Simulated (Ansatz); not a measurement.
# C3H6N2OSi: where a starting geometry ends

The starting geometry of this gas-phase singlet was optimised with GFN2-xTB; its bonds are those of `Oc1cnn([SiH3])c1`.

```xyz
13

C    -0.5422    1.0836    1.5383
C     0.2528    0.2147    0.7640
C    -1.8222    0.6092    1.3841
N    -0.4908   -0.7058    0.1921
N    -1.7554   -0.4724    0.5645
O    -0.1515    2.1562    2.2798
Si   -2.9924   -1.5547   -0.0534
H     0.8033    2.2549    2.2043
H     1.3155    0.2367    0.6139
H    -2.9728   -1.4445   -1.5090
H    -2.6572   -2.8976    0.4101
H    -4.2345   -1.0506    0.5306
H    -2.7511    0.9532    1.7862
```

Problem. Predict what it relaxes into with PBE-D3(BJ)/def2-SVP.

Solution. It keeps its bonds, and is `Oc1cnn([SiH3])c1`.

The energy falls by 0.16 eV over 7 steps:

```tsv
step	E − E(last) (eV)
1	0.163
2	0.016
3	0.000
4	0.000
5	0.000
6	0.000
7	0.000
```

Final geometry (Å):

```xyz
13

C    -0.5172    1.1050    1.5506
C     0.2867    0.2253    0.7661
C    -1.8179    0.6303    1.4000
N    -0.4574   -0.7183    0.1771
N    -1.7332   -0.4679    0.5655
O    -0.1529    2.1807    2.2982
Si   -2.9978   -1.5670   -0.0621
H     0.8122    2.2864    2.2255
H     1.3748    0.2497    0.6134
H    -3.0312   -1.4949   -1.5580
H    -2.7151   -2.9675    0.3878
H    -4.2849   -1.0671    0.5246
H    -2.7648    0.9879    1.8167
```

The end wasn't checked by frequencies. Run with Ansatz 0.2.0, 42 s on 2 threads of AMD EPYC (Zen 3), on a shared host.
